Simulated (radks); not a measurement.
These are the eigenvalues of the occupied orbitals of an atom or ion with whole-number occupations (hartree). Method: scalar-relativistic Kohn-Sham, LDA (Slater exchange, VWN5 correlation), spin-polarised, spherical densities, finite nucleus; Fermi nuclear charge, rms radius of each element as measured or else 0.836 A^(1/3) + 0.57 fm; computed with a radial shooting solver on a logarithmic mesh with Libxc functionals.

orbital  eigenvalue
1s up     -1616.771
1s down   -1616.770
2s up     -281.2730
2s down   -281.2220
2p up     -254.0951
2p down   -254.0534
3s up     -78.56137
3s down   -78.52549
3p up     -69.98656
3p down   -69.94849
3d up     -58.19230
3d down   -58.14419
4s up     -31.53818
4s down   -31.39278
4p up     -28.48396
4p down   -28.33987
4d up     -24.17768

Which element is it, and in what charge state? The configuration may be excited. Open shells, if any, are filled with parallel spins first.

Answer. Z = 60, neodymium, charge +22: Nd22+ in [Kr] 4d2. The list shows which subshells hold electrons but not how many an open one holds; the 1s level, -1616.8 hartree, gives Z - s = 56.9 by -(Z - s)^2/2, which with screening and relativity narrows Z to a few neighbours, and the depths of the outer levels then fix element, charge and occupations together.
